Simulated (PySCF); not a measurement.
SMILES C=C[SiH2][SiH2]C(F)(F)F (C₃H₇F₃Si₂) (GFN2-xTB optimised geometry):

```
15

C     -0.511     2.302    -3.328
C      0.394     1.354    -3.137
Si     1.734     1.408    -1.814
Si     1.110     0.093     0.000
C     -0.841     0.093     0.000
F     -1.353     1.346     0.000
F     -1.355    -0.512    -1.094
F     -1.389    -0.530     1.061
H     -1.284     2.223    -4.076
H     -0.522     3.205    -2.738
H      0.345     0.465    -3.755
H      1.960     2.800    -1.402
H      2.988     0.892    -2.385
H      1.393     0.573     1.355
H      1.389    -1.346    -0.011
```

Computed with PySCF with PBE0/def2-TZVP.

**Question.** What are the frontier orbital energies and the dipole moment?

**Answer.** HOMO-2 -9.15 eV, HOMO-1 -9.04 eV, HOMO -8.01 eV, LUMO -1.07 eV, LUMO+1 -0.43 eV; dipole moment 2.29 D.

On the same geometry PBE/def2-TZVP (PySCF) gives HOMO-2 -7.76 eV, HOMO-1 -7.67 eV, HOMO -6.91 eV, LUMO -1.95 eV, LUMO+1 -1.29 eV; dipole moment 2.07 D.

Meta-Löwdin charges at PBE0/def2-TZVP: C1 -0.21, C2 -0.34, Si3 0.38, Si4 0.32, C5 0.59, F6 -0.29, F7 -0.28, F8 -0.28, H9 0.13, H10 0.12, H11 0.13, H12 -0.07, H13 -0.08, H14 -0.06, H15 -0.06.
